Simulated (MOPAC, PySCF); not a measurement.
H$_{4}$O$_{4}$Si, SMILES `[Si](O)(O)(O)O`, neutral singlet in the gas phase. 

Cartesian coordinates (Å):
```xyz
9

O     -1.2706    -0.7257    -0.7603
Si     0.0000     0.0000     0.0000
O      0.5271     1.4195    -0.6529
O      1.2638    -1.0535    -0.1097
O     -0.5203     0.3597     1.5228
H     -1.0427    -1.2337    -1.5539
H      0.0050     2.2020    -0.4184
H      2.1394    -0.6669     0.0438
H     -1.1017    -0.3014     1.9285
```
Charge 0, multiplicity 1.

All levels are single points at this geometry (PBE-D3(BJ)/def2-TZVP); Pople sets use spherical d functions. Orbital energies aren't observables, and empty levels follow the basis.

HF/6-31G* in PySCF gives HOMO (eV) = -13.53.

Q: Estimate the HOMO (eV) from each of these levels: PBE-D3(BJ)/def2-TZVP in PySCF; B3LYP/6-311+G** in PySCF; B3LYP/6-31G* in PySCF; B3LYP/LANL2DZ in PySCF; BP86/6-31G* in PySCF; M06-2X/6-31G* in PySCF; PM6 in MOPAC; PM7 in MOPAC.

A: 
```
level                          HOMO (eV)
-----------------------------  ---------
PBE-D3(BJ)/def2-TZVP in PySCF      -7.35
B3LYP/6-311+G** in PySCF           -9.00
B3LYP/6-31G* in PySCF              -8.42
B3LYP/LANL2DZ in PySCF             -9.00
BP86/6-31G* in PySCF               -7.01
M06-2X/6-31G* in PySCF            -10.55
PM6 in MOPAC                      -12.12
PM7 in MOPAC                      -11.93
```
